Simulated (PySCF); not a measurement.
Geometry:
```tsv
atom	x (Å)	y (Å)	z (Å)
C1	2.117	-1.127	0.086
N2	1.873	0.271	-0.099
C3	1.885	1.022	1.118
B4	0.946	0.695	-1.187
N5	-0.589	0.295	-0.673
C6	-1.262	1.135	0.124
C7	-2.432	0.756	0.767
C8	-2.920	-0.534	0.574
C9	-2.216	-1.399	-0.261
C10	-1.054	-0.946	-0.869
H11	3.023	-1.299	0.695
H12	2.266	-1.618	-0.888
H13	1.289	-1.673	0.607
H14	2.794	0.811	1.712
H15	1.868	2.101	0.898
H16	1.020	0.810	1.797
H17	1.086	0.048	-2.220
H18	0.897	1.912	-1.332
H19	-0.830	2.133	0.221
H20	-2.953	1.472	1.405
H21	-3.839	-0.861	1.067
H22	-2.564	-2.416	-0.450
H23	-0.460	-1.566	-1.544
```

[PySCF 2.14: structure optimised with PBE0-D3(BJ)/def2-SVP; σ from GIAO-KT2/pcSseg-1; no solvent; one conformer; fast rotation and ring inversion assumed for equivalent nuclei; non-relativistic]

References, each an isolated molecule treated in the same way: 13C (σref 183.22), 1H (σref 31.18) vs TMS; 15N (σref 264.30) vs NH3; BF3·OEt2 for 11B (σref 99.90).

| atoms | nucleus | count | δ (ppm) |
| --- | --- | --- | --- |
| H19/H23 | 1H | 2 | ? |
| C7/C9 | 13C | 2 | 120.3 |
| B4 | 11B | 1 | 1.0 |
| H21 | 1H | 1 | ? |
| C8 | 13C | 1 | 127.5 |
| H17/H18 | 1H | 2 | 3.46 |
| C6/C10 | 13C | 2 | ? |
| H11/H12/H13/H14/H15/H16 | 1H | 6 | 2.09 |
| N2 | 15N | 1 | ? |
| H20/H22 | 1H | 2 | 7.18 |
| N5 | 15N | 1 | 249.7 |
| C1/C3 | 13C | 2 | 44.7 |

Problem. Complete the table.

Solution. 
- C6/C10: 136.8 ppm, aromatic CH next to a ring nitrogen
- H19/H23: 7.70 ppm, hydrogen on an aromatic CH next to a ring nitrogen; aromatic region
- H21: 7.19 ppm, hydrogen on an aromatic CH; the ring current deshields protons in the ring plane
- N2: 59.1 ppm, nitrogen bonded to 2 C, B

Hydrogens on boron are broadened and split by 11B (spin 3/2, 80 %) and 10B (spin 3). Shifts are as computed. Against solution values, carbons near 30 ppm lie about +2 ppm off and those near 130 ppm about -5 ppm. Of 1313 compounds with measured shifts, 239 miss one by over three times the rms of a fit or turn the order of signals round; such compounds aren't used in these exercises. Experimental scales use liquid or dissolved standards, which lie at an offset from isolated NH3 (liquid NH3: subtract about 20 ppm). Unscaled 15N shifts of sp2 nitrogen come out 20 to 40 ppm too high even then.
